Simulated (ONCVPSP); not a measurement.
## rhodium, ONCV: configuration errors across variants

ONCVPSP 4.0.1 input, shortened (lines: element, Z, core and valence counts, functional; n l f; lmax; l rc ep ncon nbas qcut; lloc lpopt rc5 dvloc0; l nproj debl; icmod fcfact rcfact), PBE, scalar-relativistic:

```
  Rh 45.00    7    3        4      upf
    1    0    2.00
    2    0    2.00
    2    1    6.00
    3    0    2.00
    3    1    6.00
    3    2   10.00
    4    0    2.00
    4    1    6.00
    4    2    8.00
    5    0    1.00
    2
    0    2.70    0.00    3    6    3.00
    1    1.80    0.00    5    8    8.40
    2    1.95    0.00    3    8    7.60
    4    3    1.45   -1.00
    0    2    1.60
    1    2    2.70
    2    2    1.60
    0    0.00    0.00
```

All-electron excitation energies from the reference (eV): (1) 4p6 4d8 5s0 7.461; (2) 4p6 4d7 5s0 26.971; (3) 4p6 4d6 5s0 59.476; (4) 4p6 4d8 5s0.5 2.919.

A true bound ghost makes a file unfit for plane-wave use even where its test errors are small: the radial tests pick states by their node count and pass the ghost by.

Errors AE − PS in meV (a dash: test not solved or not reliable):

```tsv
change	(1)	(2)	(3)	(4)	bound ghosts	GHOST(+) flags above zero
base	-8.7	+11	+59	-2.1	s	none
local potential polynomial inside 1.75 bohr (lpopt 5, dvloc0 0 Ha)	–	–	–	–	none	none
p: nbas 9	-8.7	+11	+59	-2.1	s	none
```

Q: Give the same row for: d: qcut 7.3.

A: -8.4, +11, +62, -2.0; bound ghosts: s; GHOST(+) flags above zero: none.
